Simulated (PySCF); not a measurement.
TlI, SMILES [I][Tl]. Geometry: B3LYP-D3(BJ)/def2-TZVP. The def2 effective core potentials stand for the cores of I, Tl; spin–orbit coupling is left out.

These are B3LYP-D3(BJ)/def2-TZVP (PySCF) values and carry that method's errors.

Harmonic wavenumbers (cm⁻¹): 142. Rotational constants (GHz): 0.7803 (linear); symmetry number 1.

Question: Work out the zero-point energy and the ideal-gas rigid-rotor harmonic-oscillator thermochemistry at 298.15 K and 1 atm.

Answer: ZPE = ½ Σ hcν = ½ × 142 cm⁻¹ = 0.20 kcal/mol. H − E(el) = 2.69 kcal/mol. Entropy in cal/(mol K): translation 43.29, rotation 19.84, vibration 2.78, total 65.90. G − E(el) = -16.96 kcal/mol. Cp = 8.87 cal/(mol K). Modes under 150 cm⁻¹ make the vibrational entropy uncertain.
